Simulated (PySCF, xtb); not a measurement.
C5H7F, SMILES C=CCC(=C)F.

xtb with GFN2-xTB at its own geometry gives an orbital gap of 5.03 eV and a dipole moment of 2.05 D.

Coordinates come from a PBE0-D3(BJ)/def2-SVP optimisation. Other conformers were not sampled.

### Question
What does PySCF with HF/def2-TZVP give? (An estimate is asked for; the answer gives what the named calculation found.)

### Answer
gap 13.54 eV (levels -9.96 and 3.58 eV), dipole 1.60 D.
